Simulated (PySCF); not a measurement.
HfO, SMILES [O]=[Hf], multiplicity 1. Geometry optimised at PBE0-D3(BJ)/def2-TZVPD. The multiplicity is an assumed one; other spin states were not compared. The def2 effective core potentials stand for the cores of Hf; spin–orbit coupling is left out.

Computed equilibrium geometry at PBE0-D3(BJ)/def2-TZVPD (PySCF confirms it by a frequency run) as a Z-matrix, and its point group:
point group C∞v.
```
Hf
O 1 1.7219
```
Charge 0, spin multiplicity 1.
